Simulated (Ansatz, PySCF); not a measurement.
Si(OSiH3)(H)(F)(Me) (CH7FOSi2), SMILES C[SiH](F)O[SiH3]. Atoms are numbered in the order given.

```xyz
12

Si    -0.7428    -0.8088     0.0029
C     -2.1281     0.2485     0.6329
F     -0.8427    -0.8584    -1.6192
O      0.7204    -0.1711     0.4016
Si     1.8029     1.0636     0.1575
H     -0.7825    -2.2079     0.4929
H     -2.0607     1.2646     0.2138
H     -3.1044    -0.1741     0.3500
H     -2.0914     0.3258     1.7305
H      1.0767     2.3538    -0.0517
H      2.6644     1.1741     1.3679
H      2.6496     0.7793    -1.0366
```
Charge 0, spin multiplicity 1.

Geometry: PBE0-D3(BJ)/def2-SVP. The values are those of a single conformer.

Two levels are set side by side: PBE-D3(BJ)/def2-SVP (Ansatz, a quantum-chemistry and plane-wave program) and PBE0-D3(BJ)/def2-SVP (Ansatz). Each level has its own optimised geometry; the coordinates shown are those of the second. Frequencies come from the Hessian of PySCF at each geometry. Differences are taken from unrounded values.

| quantity | PBE0-D3(BJ) | PBE-D3(BJ) | PBE-D3(BJ) minus PBE0-D3(BJ) |
|---|---|---|---|
| mean bond length (Å) | 1.459 | 1.471 | 0.012 |
| bond Si1–C2 (Å) | 1.853 | 1.865 | 0.012 |
| bond Si1–F3 (Å) | 1.626 | 1.641 | 0.015 |
| bond Si1–O4 (Å) | 1.645 | 1.664 | 0.019 |
| bond O4–Si5 (Å) | 1.660 | 1.677 | 0.017 |
| bond Si1–H6 (Å) | 1.483 | 1.494 | 0.011 |
| bond C2–H7 (Å) | 1.101 | 1.109 | 0.008 |
| bond C2–H8 (Å) | 1.101 | 1.109 | 0.008 |
| bond C2–H9 (Å) | 1.101 | 1.109 | 0.008 |
| bond Si5–H10 (Å) | 1.495 | 1.507 | 0.012 |
| bond Si5–H11 (Å) | 1.490 | 1.501 | 0.011 |
| bond Si5–H12 (Å) | 1.491 | 1.502 | 0.011 |
| highest harmonic wavenumber (cm⁻¹) | 3171 | 3082 | -88 |
| mean harmonic wavenumber (cm⁻¹) | 1154 | 1118 | -37 |
| zero-point energy (kcal/mol) | 49.51 | 47.94 | -1.57 |

GGA bonds tend to be longer and softer than those of functionals with exact exchange. Differences between two approximate levels are no errors against the true value.
